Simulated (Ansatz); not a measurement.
C2H7ClOSi can be A, `OC[SiH2]CCl`, or B, `CO[SiH](C)Cl`.

Computed with Ansatz on PBE0-D4/def2-TZVP structures; ΔE is electronic, products minus reactants. CBS: MP2 limit from def2 TZ/QZ plus the TZ coupled-cluster correction, frozen cores. DFT in def2-TZVPP. B3LYP here is the variant with VWN-RPA as its local correlation; programs differ in this. Each species was taken in one conformer, which may not be the lowest.

**Question.** Which isomer does CCSD(T)/CBS put lower? Give the gap. (An estimate is asked.)

**Answer.** Ansatz gave: B, by 72.2 kcal/mol.

**Question.** Give E(B) − E(A) in kcal/mol with HF/def2-TZVPP, CCSD(T)/def2-SVP, ωB97M-V, CCSD(T)/def2-TZVPP, B3LYP-D4, B3LYP, CCSD/def2-TZVPP. (An estimate is asked.)

**Answer.** The calculation gave: HF/def2-TZVPP -77.9, CCSD(T)/def2-SVP -68.9, ωB97M-V -72.1, CCSD(T)/def2-TZVPP -71.8, B3LYP-D4 -71.6, B3LYP -71.7, CCSD/def2-TZVPP -72.8. None reverses the order clearly.

**Question.** Does the order hold for the free energy at 298.15 K (harmonic terms from PBE0-D4)? (An estimate is asked.)

**Answer.** The calculation gave: Yes: G(B) − G(A) = -71.1 kcal/mol, for one conformer each.

Largest T1 diagnostic: 0.010.

From r2SCAN to r2SCAN0 (25 % exact exchange), in def2-TZVPP and without D4, E(B) − E(A) moves by −1.1 kcal/mol. Leaving LDA and LC-ωPBE aside and taking each functional with its dispersion term where it has one, the values, not all of them listed here, spread over 8.2 kcal/mol, from BHLYP-D4 to revPBE-D4.
